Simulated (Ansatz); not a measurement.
Cost and result for the atomization energy of CH₇NSiZn, SMILES `[CH3][Zn][SiH2]N` (11 atoms, 10 bonds).

```xyz
11

C    -0.080   -1.966   -1.967
Zn    0.093   -0.431   -0.770
Si    0.320    1.442    0.690
N    -0.206    1.026    2.293
H     0.871   -2.497   -2.063
H    -0.391   -1.651   -2.967
H    -0.823   -2.675   -1.592
H     1.751    1.856    0.815
H    -0.360    2.656    0.122
H    -1.077    0.533    2.406
H    -0.097    1.705    3.031
```

Total charge 0; spin multiplicity 1. For Zn the d shell is correlated and the shells below it are frozen. Scalar relativity is left out up to krypton. The geometry is a stationary point of PBE0-D4/def2-TZVP. It is one conformer, not always the lowest. Program: Ansatz. All runs use 4 threads of an Arm Neoverse V2 on a shared host. Times are those of one run each, without the atoms' runs, and a repeat can differ threefold. Electronic energies, without spin–orbit coupling; frozen cores. CCSD(T)/CBS adds CCSD(T) − MP2 in def2-TZVPP to the MP2 limit, and its time is that of the two runs behind it. T1 = 0.013. With those shells the extrapolation isn't a true limit. B3LYP takes the VWN-RPA correlation (the form of Gaussian; ORCA's B3LYP/G). HSE06 is the plane-wave form, built on full-range PBE exchange.

CCSD(T)/CBS is a level of theory with its own doubt, some kJ/mol a heavy atom from the limit and from the frozen cores, so smaller differences don't rank the functionals.

```csv
level,functions,wall time
LDA (SPW92)/def2-TZVPP,266,1.3 s
revPBE-D4/def2-TZVPP,266,2 s
BLYP-D4/def2-TZVPP,266,2 s
PBE0-D4/def2-TZVPP,266,3.4 s
BHLYP-D4/def2-TZVPP,266,3.5 s
HSE06-D4/def2-TZVPP,266,3.6 s
CAM-B3LYP-D4/def2-TZVPP,266,3.8 s
CCSD(T)/def2-SVP,112,5 s
B3LYP-D4/def2-TZVPP (with forces),266,5.5 s
r2SCANh-D4/def2-TZVPP,266,5.5 s
MP2/def2-QZVPP,494,21 s
CCSD(T)/def2-TZVPP,266,3 min
CCSD(T)/CBS(def2),–,3.4 min
```

Problem. What atomization energy does each give, and how far from CCSD(T)/CBS? (An estimate is asked.)

Solution. Computed: 
```tsv
level	atomization (kcal/mol)	difference from CCSD(T)/CBS	per bond
LDA (SPW92)/def2-TZVPP	919.3	104.8	10.5
revPBE-D4/def2-TZVPP	802.5	-12.0	-1.2
BLYP-D4/def2-TZVPP	807.1	-7.4	-0.7
PBE0-D4/def2-TZVPP	811.6	-2.9	-0.3
BHLYP-D4/def2-TZVPP	796.1	-18.4	-1.8
HSE06-D4/def2-TZVPP	812.1	-2.4	-0.2
CAM-B3LYP-D4/def2-TZVPP	818.6	4.1	0.4
CCSD(T)/def2-SVP	758.4	-56.1	-5.6
B3LYP-D4/def2-TZVPP (with forces)	812.9	-1.6	-0.2
r2SCANh-D4/def2-TZVPP	811.9	-2.6	-0.3
MP2/def2-QZVPP	810.3	-4.2	-0.4
CCSD(T)/def2-TZVPP	791.8	-22.7	-2.3
CCSD(T)/CBS(def2)	814.5	0.0	0.0
```

From PBE to PBE0 (25 % exact exchange), in def2-TZVPP and without D4, the atomization energy moves by −7.8 kcal/mol: exact exchange takes away binding that semilocal exchange gives to molecules. At CCSD(T), def2-SVP lies −56.2 kcal/mol from the extrapolated value and def2-TZVPP −22.7 kcal/mol: correlation converges slowly with the basis, and small sets miss more of it in the bonded molecule than in its fragments. In def2-TZVPP, CCSD(T) changes the Hartree–Fock value by +203.7 kcal/mol (the triples alone add +9.8 kcal/mol) and MP2 by +208.4 kcal/mol; breaking electron pairs costs correlation energy, which Hartree–Fock lacks.
